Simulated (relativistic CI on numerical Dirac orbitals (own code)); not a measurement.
## Hyperfine structure of Nd LVI, mass number 143

Computed by Dirac-Coulomb-Breit CI, orbitals from a KLI potential per configuration, model QED, unscaled Slater integrals (own radial code, finite nucleus).

Configuration list (outside the closed core 1s2): 2s2.2p, 2s.2p2, 2p3, 2p2.3s, 2p2.3p, 2p2.3d, 2s2.3s, 2s2.3p, 2s2.3d, 2s.2p.3s, 2s.2p.3p, 2s.2p.3d, 2s2.4s, 2s2.4p, 2s2.4d, 2s2.4f. Levels of other configurations are missing.

Nuclear spin I = 7/2, μ = -1.065 μN, Q = -0.61 b (tables of Stone and Pyykkö). The electronic factors are computed for point nuclear moments, without core polarisation or the Bohr-Weisskopf and QED corrections.

```json
{"Level": "2s2.2p 2P°_1/2", "E (eV)": "0.00", "A (GHz)": "-951.4", "B (GHz)": ""}
{"Level": "2s.2p2 4P_1/2", "E (eV)": "192.45", "A (GHz)": "-2912", "B (GHz)": ""}
{"Level": "2s2.2p 2P°_3/2", "E (eV)": "570.48", "A (GHz)": "-134.5", "B (GHz)": "-515"}
{"Level": "2s.2p2 4P_3/2", "E (eV)": "704.22", "A (GHz)": "-739.3", "B (GHz)": "-406"}
{"Level": "2s.2p2 2D_5/2", "E (eV)": "739.66", "A (GHz)": "-859.6", "B (GHz)": "-391"}
{"Level": "2s.2p2 2P_1/2", "E (eV)": "796.00", "A (GHz)": "1018", "B (GHz)": ""}
{"Level": "2s.2p2 2D_3/2", "E (eV)": "797.15", "A (GHz)": "-6.988", "B (GHz)": "-296"}
{"Level": "2s.2p2 4P_5/2", "E (eV)": "1293.08", "A (GHz)": "-705.4", "B (GHz)": "-122"}
```

Levels with J = 0, under 50 % of one LS term, or S terms without an open s electron are left out. Small factors come from cancelling terms and can be off by tens of per cent or more.

At this charge energies of transitions that change n are usually good to better than 1 %, and those within a shell (Δn = 0) to a few per cent.

Q: Give the hyperfine levels of 2s2.2p 2P°_1/2 relative to its centre of gravity.

A: With K = F(F + 1) − I(I + 1) − J(J + 1), E = AK/2: F = 3: 2141, F = 4: -1665 GHz.

LS names give the leading component of a level, which can be under half, so a name can repeat, a term be missing and a line seem to break the LS rules.
